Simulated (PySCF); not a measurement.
C2H3Cl2F (SMILES CC(F)(Cl)Cl), singlet, geometry from GFN2-xTB; MP2/cc-pVDZ run with PySCF.

Here is a job for PySCF.
```python
from pyscf import gto, scf, mp

mol = gto.Mole()
mol.atom = '''
    C    -1.66991976   -0.45344009    0.10958763
    C    -0.19263087   -0.17234528    0.22840979
    F     0.30323893   -0.69291341    1.37360198
    Cl    0.13502435    1.58251993    0.26043246
    Cl    0.71905367   -0.90244794   -1.12204078
    H    -1.83096200   -1.52963970    0.11249642
    H    -2.05417419   -0.03031755   -0.81329588
    H    -2.18803673   -0.01033371    0.95773868
'''
mol.basis = 'cc-pvdz'
mol.verbose = 4
mol.max_memory = 1800
mol.build()

mf = scf.RHF(mol)
mf.kernel()

pt = mp.MP2(mf, frozen=13)
pt.kernel()
print('E(MP2) = %.10f' % pt.e_tot)
```

What the program printed (banner, timings and long lists left out):

```
PySCF version 2.14.0

[INPUT] verbose = 4
[INPUT] num. atoms = 8
[INPUT] num. electrons = 58
[INPUT] charge = 0
[INPUT] spin (= nelec alpha-beta = 2S) = 0
[INPUT] symmetry False subgroup None
[INPUT] Mole.unit = angstrom
[INPUT] Symbol           X                Y                Z      unit          X                Y                Z       unit  Magmom
[INPUT]  1 C     -1.669919760000  -0.453440090000   0.109587630000 AA   -3.155690996399  -0.856877583998   0.207090607340 Bohr   0.0
[INPUT]  2 C     -0.192630870000  -0.172345280000   0.228409790000 AA   -0.364019587437  -0.325685378061   0.431631947269 Bohr   0.0
[INPUT]  3 F      0.303238930000  -0.692913410000   1.373601980000 AA    0.573038528006  -1.309416572938   2.595731546360 Bohr   0.0
[INPUT]  4 Cl     0.135024350000   1.582519930000   0.260432460000 AA    0.255159041647   2.990529254366   0.492146023347 Bohr   0.0
[INPUT]  5 Cl     0.719053670000  -0.902447940000  -1.122040780000 AA    1.358814505163  -1.705379448278  -2.120349774793 Bohr   0.0
[INPUT]  6 H     -1.830962000000  -1.529639700000   0.112496420000 AA   -3.460016724486  -2.890600102262   0.212587423794 Bohr   0.0
[INPUT]  7 H     -2.054174190000  -0.030317550000  -0.813295880000 AA   -3.881826631250  -0.057291866268  -1.536906471437 Bohr   0.0
[INPUT]  8 H     -2.188036730000  -0.010333710000   0.957738680000 AA   -4.134790170189  -0.019527881751   1.809863804102 Bohr   0.0

nuclear repulsion = 298.883955040806
number of shells = 34
number of NR pGTOs = 181
number of NR cGTOs = 93
basis = cc-pvdz
ecp = {}

******** <class 'pyscf.scf.hf.RHF'> ********
method = RHF
initial guess = minao
damping factor = 0
level_shift factor = 0
DIIS = <class 'pyscf.scf.diis.CDIIS'>
diis_start_cycle = 1
diis_space = 8
diis_damp = 0
SCF conv_tol = 1e-09
SCF conv_tol_grad = None
SCF max_cycles = 50
direct_scf = True
direct_scf_tol = 1e-13
Set gradient conv threshold to 3.16228e-05
Initial guess from minao.
init E= -1096.63975327536
  HOMO = -0.375965508964388  LUMO = 0.0792691273784047  gap/eV = 12.38757
cycle= 1 E= -1095.74824198216  delta_E= 0.892  |g|= 0.825  |ddm|= 2.43
  HOMO = -0.455311293215045  LUMO = 0.0445396156105744  gap/eV = 13.60164
cycle= 2 E= -1095.84084415124  delta_E= -0.0926  |g|= 0.636  |ddm|= 1.04
  HOMO = -0.444587694596357  LUMO = 0.148029136911926  gap/eV = 16.12593
cycle= 3 E= -1095.92593458098  delta_E= -0.0851  |g|= 0.053  |ddm|= 0.43
  HOMO = -0.448890160769897  LUMO = 0.156414463957232  gap/eV = 16.47118
cycle= 4 E= -1095.92760110793  delta_E= -0.00167  |g|= 0.0117  |ddm|= 0.109
  HOMO = -0.447932841371599  LUMO = 0.157070937174733  gap/eV = 16.46299
cycle= 5 E= -1095.92768340889  delta_E= -8.23e-05  |g|= 0.00456  |ddm|= 0.0267
  HOMO = -0.448456108654866  LUMO = 0.15710422971282  gap/eV = 16.47814
cycle= 6 E= -1095.92769288926  delta_E= -9.48e-06  |g|= 0.00132  |ddm|= 0.00838
  HOMO = -0.448573070479719  LUMO = 0.157078086015658  gap/eV = 16.48061
cycle= 7 E= -1095.92769393748  delta_E= -1.05e-06  |g|= 0.000411  |ddm|= 0.00318
  HOMO = -0.448569398819254  LUMO = 0.157137522754008  gap/eV = 16.48212
cycle= 8 E= -1095.92769403811  delta_E= -1.01e-07  |g|= 0.000124  |ddm|= 0.000996
  HOMO = -0.448585516877256  LUMO = 0.157127101396377  gap/eV = 16.48228
cycle= 9 E= -1095.92769404823  delta_E= -1.01e-08  |g|= 2.99e-05  |ddm|= 0.000335
  HOMO = -0.448589683368161  LUMO = 0.15712063065451  gap/eV = 16.48222
cycle= 10 E= -1095.9276940489  delta_E= -6.71e-10  |g|= 8.09e-06  |ddm|= 8.3e-05
  HOMO = -0.448589039372496  LUMO = 0.157121157289579  gap/eV = 16.48221
Extra cycle  E= -1095.92769404895  delta_E= -5.23e-11  |g|= 3.81e-06  |ddm|= 1.71e-05
converged SCF energy = -1095.92769404895

******** <class 'pyscf.mp.mp2.RMP2'> ********
nocc = 16, nmo = 80
frozen orbitals 13
E(RMP2) = -1096.66857714539  E_corr = -0.740883096437122
E(SCS-RMP2) = -1096.64699850835  E_corr = -0.719304459391495
E_corr(same-spin) = -0.19587144961506
E_corr(oppo-spin) = -0.545011646822062
E(MP2) = -1096.6685771454
```
